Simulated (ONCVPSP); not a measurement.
**What one change does to a pseudopotential (cobalt, ONCV)**

ONCVPSP 4.0.1 input, shortened (lines: element, Z, core and valence counts, functional; n l f; lmax; l rc ep ncon nbas qcut; lloc lpopt rc5 dvloc0; l nproj debl; icmod fcfact rcfact), LDA (Perdew-Wang 92), scalar-relativistic:

```
  Co 27.00    3    4  -001012      upf
    1    0    2.00
    2    0    2.00
    2    1    6.00
    3    0    2.00
    3    1    6.00
    3    2    7.00
    4    0    2.00
    2
    0    1.35    0.00    4    7   10.80
    1    1.00    0.00    4    8   14.00
    2    1.15    0.00    4    9   11.10
    4    4    0.75    3.00
    0    2    3.60
    1    2    0.40
    2    1    0.60
    0    0.00    0.00
```

In the p channel the program set the typed energies aside and used -2.408, 0.250 Ha.

All-electron outer shells of the reference configuration (LDA (PZ), scalar-relativistic, ld1.x):

```csv
shell,level (eV),outermost node (bohr),outermost maximum (bohr)
2p,-769.46,–,0.17
3s,-101.87,0.31,0.67
3p,-65.51,0.28,0.68
3d,-8.46,–,0.66
4s,-5.68,0.96,2.29
```

Change: d: rc 1.2.

Cutoffs: the cutoffs (Ha) at which the residual kinetic energy of the hardest occupied pseudo-wave falls to 1 and 0.1 mHa per electron; they do not see the model core or the augmentation charge, which bear on the density cutoff. Errors are all-electron minus pseudo energies relative to the spin-unpolarised reference configuration.

Predict the effect on cutoff, ghosts and configuration errors.

The potential gets softer (58 Ha and 158 Ha → 56 Ha and 78 Ha); of the 4 tests that both files solve, the error grows in 2 and shrinks in 0 by more than 15 % and 0.3 meV (median size 5.6 → 6.7 meV); neither file shows a bound ghost. A larger radius leaves more room for a smooth pseudo-wave, so fewer plane waves are needed.

| quantity | base | changed |
| --- | --- | --- |
| cutoff, loose | 58 Ha | 56 Ha |
| cutoff, tight | 158 Ha | 78 Ha |
| loose cutoff by channel | s 33 Ha, p 36 Ha, d 58 Ha | s 33 Ha, p 36 Ha, d 56 Ha |
| bound ghosts | none | none |
| GHOST(+) flags under 300 eV | none | none |
| error for 3s2 3p6 3d7 4s1, meV [ΔE 9.29 eV] | 0.0 | +0.1 |
| error for 3s2 3p6 3d7 4s0, meV [ΔE 26.37 eV] | +2.1 | +2.6 |
| error for 3s2 3p6 3d6 4s0, meV [ΔE 62.56 eV] | -13 | -13 |
| error for 3s2 3p6 3d6 4s2, meV [ΔE 15.46 eV] | +9.1 | +11 |
| s: phases at 1.37 bohr within 0.05 rad from the reference energy up to (Ha; the scan ends near 5) | to the end of the scan | to the end of the scan |
| p: phases at 1.01 bohr within 0.05 rad from the reference energy up to (Ha; the scan ends near 5) | to the end of the scan | to the end of the scan |
